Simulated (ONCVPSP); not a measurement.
## Logarithmic derivatives: Ne (Z = 10), ONCV

| Quantity | Value |
| --- | --- |
| Element | Ne (Z = 10) |
| Generator | ONCVPSP 4.0.1 |
| Type | optimised norm-conserving Vanderbilt (ONCV) |
| Functional | PBE |
| Relativity | scalar-relativistic |
| Frozen core | [He] |
| Valence charge | 8 |
| Reference configuration | 2s2 2p6 |
| Partial waves | 2s: rc 0.60 bohr, ncon 5, nbas 8, qcut 13.9 1/bohr, local; 2p: rc 1.35 bohr, ncon 4, nbas 9, qcut 10.1 1/bohr, 1 projector; d scattering state at 0.18 Ha: rc 1.05 bohr, ncon 4, nbas 7, qcut 9.2 1/bohr, 2 projectors, debl 0.7 Ha |
| Local potential | the s channel |
| Core correction | Teter function, fcfact 5.5, rcfact 1.55 |

The phase is arctan(r·R′/R) of the radial function R(r), unwrapped; energies in Ha, scanned from -3 to 5 Ha. A pole is an energy at which the radial function vanishes at the test radius. The pseudo phase is shifted by a multiple of π to meet the all-electron one at the reference energy, and phase errors are pseudo minus all-electron; the curves can meet again beyond the range given. Levels narrower than the energy grid can be missing from the lists of poles.

Q: For each channel, where are the poles, and over which energies does the pseudopotential scatter like the atom?

A:

```json
{"channel": "s", "radius (bohr)": "0.61", "reference energy (Ha)": "-1.34", "poles, all-electron": "none", "poles, pseudo": "none", "unbroken range about the reference energy with phases within 0.05 rad": "the whole range", "phase error 1 Ha above the reference energy (rad)": "-0.000"}
{"channel": "p", "radius (bohr)": "1.37", "reference energy (Ha)": "-0.49", "poles, all-electron": "0.23", "poles, pseudo": "0.24", "unbroken range about the reference energy with phases within 0.05 rad": "below 1.6", "phase error 1 Ha above the reference energy (rad)": "+0.009"}
{"channel": "d", "radius (bohr)": "1.06", "reference energy (Ha)": "0.18", "poles, all-electron": "none", "poles, pseudo": "none", "unbroken range about the reference energy with phases within 0.05 rad": "the whole range", "phase error 1 Ha above the reference energy (rad)": "+0.000"}
```

Phases in the p channel:

```
E (Ha)  all-electron  pseudo
 -2.98         1.103   1.106
 -2.54         1.026   1.030
 -2.10         0.901   0.906
 -1.66         0.661   0.669
 -1.22         0.117   0.128
 -0.78        -0.753  -0.751
 -0.34        -1.275  -1.275
  0.10        -1.522  -1.518
  0.54        -1.674  -1.665
  0.98        -1.799  -1.780
  1.42        -1.929  -1.894
  1.86        -2.098  -2.029
  2.30        -2.359  -2.215
  2.74        -2.796  -2.505
  3.18        -3.387  -2.952
  3.62        -3.860  -3.473
  4.06        -4.137  -3.870
  4.50        -4.300  -4.114
  4.94        -4.404  -4.266
```
